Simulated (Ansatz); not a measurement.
`[CH3][SnH2][Cl]` + HBr → `[Cl][SnH2][Br]` + CH₄  (ligand exchange at the Sn–C bond)

Calculated with Ansatz (gas phase, PBE0-D4/def2-TZVP geometries, no zero-point term in ΔE). CBS: MP2 limit from def2 TZ/QZ plus the TZ coupled-cluster correction, frozen cores. This one scheme is used for every species. DFT in def2-TZVPP. B3LYP here is the variant with VWN-RPA as its local correlation; programs differ in this. def2 core potentials past Kr. For Br, Sn outer-core shells are correlated without core-valence functions, which leaves a few kJ/mol of doubt a bond. Scalar relativity is left out up to krypton.

`[CH3][SnH2][Cl]`:

Cartesian coordinates in Å:
```
C 0.633 0.147 0.988
Sn -0.407 -0.301 -0.812
Cl -1.829 1.521 -1.192
H -0.087 0.281 1.795
H 1.313 -0.667 1.241
H 1.202 1.066 0.856
H 0.603 -0.385 -2.183
H -1.429 -1.661 -0.691
```

HBr:

Z-matrix (Å, degrees):
```
Br
H 1 1.420
```

`[Cl][SnH2][Br]`:

Z-matrix (Å, degrees):
```
Sn
Cl 1 2.319
Br 1 2.465 2 107.0
H 1 1.696 2 107.4 3 -116.1
H 1 1.696 2 107.4 3 116.1
```

CH₄:

Z-matrix (Å, degrees):
```
C
H 1 1.090
H 1 1.090 2 109.5
H 1 1.090 2 109.5 3 -120.0
H 1 1.090 2 109.5 3 120.0
```

Q: Is it downhill or uphill in electronic energy at CCSD(T)/CBS, and by how much? (An estimate is asked.)

A: The calculation gave: Downhill: ΔE = -118.4 kJ/mol.

Q: What do these levels give: r2SCAN0-D4, ωB97X-V, PBE, B3LYP, BHLYP, LC-ωPBE, RPA@PBE/def2-TZVPP, CCSD/def2-SVP, HF/def2-TZVPP, CCSD/def2-TZVPP, CCSD(T)/def2-TZVPP, CCSD/CBS(def2)? (Best estimate.)

A: The calculation gave: r2SCAN0-D4 -124.5, ωB97X-V -119.2, PBE -118.7, B3LYP -123.5, BHLYP -127.3, LC-ωPBE -115.7, RPA@PBE/def2-TZVPP -104.6, CCSD/def2-SVP -122.2, HF/def2-TZVPP -134.8, CCSD/def2-TZVPP -111.5, CCSD(T)/def2-TZVPP -110.1, CCSD/CBS(def2) -119.7 kJ/mol.

Q: What do rigid-rotor, harmonic-oscillator terms from PBE0-D4/def2-TZVP frequencies (298.15 K, 1 bar) make of the CCSD(T)/CBS value? (Best estimate.)

A: Ansatz gave: ΔZPE = +9.3 kJ/mol, ΔH = -109.5 kJ/mol, ΔS = -11 J/(mol·K), ΔG = -106.2 kJ/mol.

Largest T1 diagnostic among the species: 0.011.

In def2-TZVPP, CCSD(T) changes the Hartree–Fock value by +24.6 kJ/mol (the triples alone add +1.4 kJ/mol) and MP2 by +21.6 kJ/mol. Leaving LDA and LC-ωPBE aside and taking each functional with its dispersion term where it has one, the values, not all of them listed here, spread over 11.7 kJ/mol, from BHLYP-D4 to revPBE-D4. LDA lies +7.5 kJ/mol from PBE without D4. From BLYP to BHLYP (50 % exact exchange), in def2-TZVPP and without D4, ΔE moves by −5.3 kJ/mol.
